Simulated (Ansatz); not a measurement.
CH$_{6}$AlNOSSi, relaxed with RKS PBE-D4/def2-SVP in the Gaussian-basis code of Ansatz from a rough embedded geometry. The force threshold is 0.03 eV/Å; the program also tests the step.

The species carries charge 0 and has multiplicity 1. The bonds changed during the relaxation, so this is another structure than the one it started from.

Start:

```xyz
12

N    -0.339   -1.211    1.458
C     0.976   -0.705    1.281
S     2.165   -1.542    1.965
O     1.378    0.453    0.592
Si    0.185    1.419   -0.357
Al   -0.676    0.206   -2.166
H    -0.551   -2.039    1.968
H    -1.138   -0.627    1.035
H    -0.927    1.891    0.575
H     0.868    2.615   -0.846
H     0.298   -0.394   -3.250
H    -2.238   -0.065   -2.256
```

| step | energy (eV) | largest force (eV/Å) | largest move (Å) |
| --- | --- | --- | --- |
| 1 | -29952.0821 | 4.781 | 0.000 |
| 2 | -29952.7628 | 1.890 | 0.194 |
| 3 | -29952.9230 | 0.918 | 0.157 |
| 4 | -29952.9850 | 1.018 | 0.192 |
| 5 | -29953.1055 | 1.111 | 0.191 |
| 6 | -29953.2744 | 1.010 | 0.196 |
| 7 | -29953.4880 | 1.035 | 0.195 |
| 8 | -29953.6116 | 0.779 | 0.194 |
| 9 | -29953.6604 | 0.444 | 0.200 |
| 10 | -29953.6943 | 0.274 | 0.139 |
| 11 | -29953.7105 | 0.098 | 0.071 |
| 12 | -29953.7164 | 0.229 | 0.152 |
| 13 | -29953.7241 | 0.143 | 0.053 |
| 14 (rejected) | -29953.7227 | 0.226 | 0.042 |
| 15 | -29953.7267 | 0.055 | 0.020 |
| 16 | -29953.7268 | 0.070 | 0.020 |
| 17 | -29953.7271 | 0.042 | 0.012 |
| 18 | -29953.7271 | 0.006 | 0.004 |

End:

```xyz
12

N    -0.310   -1.103    0.430
C     0.897   -0.547    1.099
S     1.963   -1.553    1.836
O     0.978    0.753    1.007
Si    0.145    1.752   -0.247
Al   -0.741   -0.229   -1.440
H    -0.219   -2.131    0.450
H    -1.145   -0.871    0.998
H    -0.755    2.632    0.589
H     1.261    2.642   -0.725
H     0.260   -0.935   -2.473
H    -2.334   -0.409   -1.524
```

Run time 77 s (2 threads of an AMD EPYC 7R13 on a shared host); peak host memory 0.26 GiB.
